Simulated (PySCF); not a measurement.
Molecule: `N#CC1CCCCC1`, C₇H₁₁N.

Atoms are numbered as in `[N:1]#[C:2][CH:3]1[CH2:4][CH2:5][CH2:6][CH2:7][CH2:8]1` (H(Xn): hydrogen on atom n). Ha(C4), Ha(C5), Ha(C6), Ha(C7), Ha(C8) are cis to C2 on the ring; Hb(C4), Hb(C5), Hb(C6), Hb(C7), Hb(C8) are trans to C2 on the ring.

Geometry PBE0-D3(BJ)/def2-SVP throughout; GIAO in PySCF 2.14.0 with density-fitted response routines, gas phase, one conformer, non-relativistic; equivalent atoms averaged; basis pcSseg-1.

For orientation, BP86 gives these absolute shieldings σ: C2 57.0, C6 149.8, C3 149.7, H(C3) 28.67, Ha(C4)/Ha(C8) 29.41, Ha(C5)/Ha(C7) 29.42, Hb(C5)/Hb(C7) 29.75, Hb(C4)/Hb(C8) 29.93, Hb(C6) 30.11 ppm.

A run gave: C2 68.5, C6 153.1, C3 152.9, H(C3) 28.50, Ha(C4)/Ha(C8) 29.31, Ha(C5)/Ha(C7) 29.25, Hb(C5)/Hb(C7) 29.65, Hb(C4)/Hb(C8) 29.78, Hb(C6) 29.98 ppm (absolute shieldings σ).

Q: Which functional was used in that run?
A. PBE0
B. KT2
C. HF
D. B3LYP

A: B. C2 tells them apart best: KT2 gives 68.5, PBE0 gives 57.2, HF gives 57.9, B3LYP gives 53.5 ppm.
